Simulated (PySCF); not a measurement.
Species: CH₅S₂Si, charge 0, multiplicity 2. It need not be the lowest isomer of its formula. 
Coordinates optimised at B3LYP-D3(BJ)/def2-TZVP (Ansatz):
SMILES: C[Si](S)S
```xyz
9

C     -2.0606    -0.3335     0.1833
Si    -0.2925    -0.3118    -0.4540
S      0.8758    -1.2865     1.0686
S      0.4404     1.6826    -0.8570
H     -2.7285     0.1128    -0.5538
H     -2.1336     0.2429     1.1091
H     -2.3863    -1.3564     0.3797
H      2.0601    -1.0039     0.5004
H      0.5876     2.0338     0.4356
```
Charge 0, spin multiplicity 2.

Dispersion corrections to the total energy (kcal/mol) from the dftd3 and dftd4 libraries through PySCF: D3(BJ) without and D4 with the three-body term, each with the damping fitted for the functional named.

```
functional      D3(BJ)          D4
----------  ----------  ----------
PBE              -6.06       -5.96
PW6B95           -3.84  (withheld)
BP86            -11.04       -8.34
BLYP            -13.71      -12.85
LC-wPBE          -6.38  (withheld)
HSE06            -4.65       -4.80
B3LYP       (withheld)       -9.73
```

Problem. Fill in the missing entries.

Solution. 
- PW6B95, D4: -4.97
- LC-wPBE, D4: -6.73
- B3LYP, D3(BJ): -11.39
